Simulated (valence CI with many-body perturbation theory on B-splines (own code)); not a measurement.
E1 line list for Ru VI

Level of theory: relativistic CI+MBPT: three valence electrons over a frozen Dirac-Fock core [Kr], a basis of 7 s, 7 p, 8 d, 6 f, 4 g, 1 h functions for each j, with the one-electron correlation potential Σ1, the two-electron term Σ2, the three-electron term Σ3, Breit, model QED; selected CI, second order for the rest (own B-spline code, finite nucleus).

No measured spectrum was set against this ion. As an estimate, terms of the open shell hold to 2 to 4 % of their energy, and close levels can change places; different configurations can be misplaced against each other by 1,000 to 8,000 cm⁻¹. The list stops below the first excitations out of the core.

Lines 51 to 100 of 562 in falling wavelength, among levels below 33.979 eV, chosen from the strongest by gf and those to the six lowest levels. Wavelengths and rates use the calculated energies, so an error of 2000 cm⁻¹ moves a line at 153.7 nm by 3.1 % and its rate by three times that or more. Electric multipoles are in the length gauge, E1 and E2 with the static RPA response of the core. Weak lines are less certain than strong ones. Lines between different terms over intervals too small for the method are left out, as are lines whose strength nearly cancels. Where a level lies close to another of its J and parity, the split of strength between their lines is uncertain. The highest levels of a list are the least certain.

Names give the largest LS component (configuration and term), which can be under half, so a name can repeat, a term be missing and a line seem to break the LS rules; names also repeat where a configuration has a term twice. Letters in brackets count levels of one name in rising energy.

| λ vac (nm) | Upper | Lower | A (s⁻¹) | log gf | Branch % |
| --- | --- | --- | --- | --- | --- |
| 153.7 | 4d2 5p 2F°_7/2 [a] | 4d2 5s 2F_7/2 | 2.28e+08 | -0.19 | 2.7 |
| 152.2 | 4d2 5p 2D°_5/2 [a] | 4d2 5s 4P_3/2 | 1.68e+07 | -1.45 | 0.2 |
| 152.1 | 4d2 5p 4F°_9/2 | 4d2 5s 2F_7/2 | 3.46e+07 | -0.92 | 0.5 |
| 152.1 | 4d2 5p 2G°_7/2 [c] | 4d2 5s 2G_7/2 | 3.59e+08 | 0.00 | 3.0 |
| 151.9 | 4d2 5p 2D°_5/2 [a] | 4d2 5s 4P_5/2 | 8.98e+07 | -0.73 | 1.3 |
| 151.8 | 4d2 5p 2G°_7/2 [c] | 4d2 5s 2G_9/2 | 1.30e+08 | -0.44 | 1.1 |
| 151.7 | 4d2 5p 4S°_3/2 | 4d2 5s 2D_3/2 | 3.71e+07 | -1.29 | 0.3 |
| 150.9 | 4d2 5p 4D°_5/2 [a] | 4d2 5s 2F_7/2 | 5.08e+06 | -1.98 | 0.0 |
| 150.6 | 4d2 5p 4G°_7/2 | 4d2 5s 4F_9/2 | 8.39e+06 | -1.64 | 0.3 |
| 150.2 | 4d2 5p 2F°_5/2 [a] | 4d2 5s 2F_5/2 | 2.59e+08 | -0.28 | 4.6 |
| 150.1 | 4d2 5p 2G°_7/2 [a] | 4d2 5s 4P_5/2 | 7.62e+07 | -0.69 | 1.0 |
| 149.4 | 4d2 5p 2G°_7/2 [b] | 4d2 5s 4P_5/2 | 1.08e+08 | -0.54 | 1.1 |
| 148.7 | 4d2 5p 2D°_3/2 [a] | 4d2 5s 2F_5/2 | 2.15e+08 | -0.54 | 2.6 |
| 148.7 | 4d2 5p 2P°_3/2 [a] | 4d2 5s 2D_5/2 | 4.24e+08 | -0.25 | 4.6 |
| 148.5 | 4d2 5p 4G°_5/2 | 4d2 5s 4F_5/2 | 2.13e+08 | -0.37 | 9.9 |
| 147.8 | 4d2 5p 2G°_9/2 [b] | 4d2 5s 2G_7/2 | 6.49e+07 | -0.67 | 0.5 |
| 147.6 | 4d2 5p 4P°_1/2 | 4d2 5s 2P_3/2 | 1.75e+08 | -0.94 | 2.7 |
| 147.5 | 4d2 5p 2G°_9/2 [b] | 4d2 5s 2G_9/2 | 6.29e+08 | 0.31 | 4.6 |
| 147.3 | 4d2 5p 2F°_5/2 [b] | 4d2 5s 2D_5/2 | 6.70e+07 | -0.88 | 0.6 |
| 147.2 | 4d2 5p 2D°_5/2 [a] | 4d2 5s 2F_7/2 | 4.41e+08 | -0.07 | 6.3 |
| 146.7 | 4d2 5p 4S°_3/2 | 4d2 5s 4P_3/2 | 1.57e+08 | -0.69 | 1.4 |
| 146.5 | 4d2 5p 4S°_3/2 | 4d2 5s 4P_5/2 | 6.42e+08 | -0.08 | 5.7 |
| 146.2 | 4d2 5p 4P°_3/2 | 4d2 5s 2P_3/2 | 8.53e+06 | -1.96 | 0.1 |
| 145.9 | 4d2 5p 4D°_3/2 [b] | 4d2 5s 2D_5/2 | 2.24e+08 | -0.54 | 4.4 |
| 145.8 | 4d2 5p 4G°_5/2 | 4d2 5s 4F_3/2 | 5.22e+08 | 0.00 | 24.3 |
| 145.5 | 4d2 5p 2G°_7/2 [a] | 4d2 5s 2F_7/2 | 3.37e+08 | -0.07 | 4.5 |
| 145.4 | 4d2 5p 4D°_7/2 [a] | 4d2 5s 2G_7/2 | 1.96e+08 | -0.30 | 2.1 |
| 145.4 | 4d2 5p 4G°_7/2 | 4d2 5s 4F_7/2 | 3.11e+08 | -0.10 | 12.4 |
| 145.3 | 4d2 5p 4D°_1/2 [b] | 4d2 5s 2D_3/2 | 2.55e+07 | -1.79 | 0.6 |
| 145.3 | 4d2 5p 2F°_7/2 [a] | 4d2 5s 2F_5/2 | 3.86e+07 | -1.01 | 0.5 |
| 145.2 | 4d2 5p 4S°_3/2 | 4d2 5s 4P_1/2 | 4.00e+07 | -1.30 | 0.4 |
| 145.1 | 4d2 5p 4D°_7/2 [a] | 4d2 5s 2G_9/2 | 1.11e+07 | -1.55 | 0.1 |
| 144.8 | 4d2 5p 2G°_7/2 [b] | 4d2 5s 2F_7/2 | 5.81e+07 | -0.84 | 0.6 |
| 144.1 | 4d2 5p 4D°_3/2 [a] | 4d2 5s 2F_5/2 | 2.29e+08 | -0.54 | 2.3 |
| 143.9 | 4d2 5p 2G°_7/2 [c] | 4d2 5s 2D_5/2 | 6.73e+07 | -0.78 | 0.6 |
| 142.9 | 4d2 5p 4F°_3/2 | 4d2 5s 4F_5/2 | 3.97e+08 | -0.31 | 4.8 |
| 142.9 | 4d2 5p 4G°_9/2 | 4d2 5s 4F_9/2 | 3.95e+08 | 0.08 | 12.0 |
| 142.8 | 4d2 5p 4P°_1/2 | 4d2 5s 2P_1/2 | 2.74e+07 | -1.78 | 0.4 |
| 142.8 | 4d2 5p 4D°_5/2 [a] | 4d2 5s 2F_5/2 | 1.70e+08 | -0.51 | 1.7 |
| 142.7 | 4d2 5p 2F°_5/2 [b] | 4d2 5s 2D_3/2 | 3.69e+08 | -0.17 | 3.4 |
| 142.5 | 4d2 5p 4F°_5/2 | 4d2 5s 4F_7/2 | 4.40e+08 | -0.10 | 5.5 |
| 141.5 | 4d2 5p 4D°_3/2 [b] | 4d2 5s 2D_3/2 | 4.65e+07 | -1.25 | 0.9 |
| 141.3 | 4d2 5p 4G°_7/2 | 4d2 5s 4F_5/2 | 4.88e+08 | 0.07 | 19.4 |
| 141.2 | 4d2 5p 4D°_5/2 [b] | 4d2 5s 2D_5/2 | 1.26e+08 | -0.64 | 2.5 |
| 141.1 | 4d2 5p 4F°_7/2 | 4d2 5s 4F_9/2 | 3.53e+08 | -0.07 | 4.1 |
| 140.8 | 4d2 5p 4D°_1/2 [b] | 4d2 5s 4P_3/2 | 1.19e+08 | -1.15 | 3.0 |
| 140.5 | 4d2 5p 4P°_5/2 | 4d2 5s 2P_3/2 | 1.94e+07 | -1.46 | 0.3 |
| 140.4 | 4d2 5p 4F°_3/2 | 4d2 5s 4F_3/2 | 3.93e+08 | -0.33 | 4.7 |
| 140.2 | 4d2 5p 4D°_7/2 [b] | 4d2 5s 2G_7/2 | 1.06e+08 | -0.60 | 1.2 |
| 140.0 | 4d2 5p 4D°_7/2 [b] | 4d2 5s 2G_9/2 | 1.41e+07 | -1.48 | 0.2 |
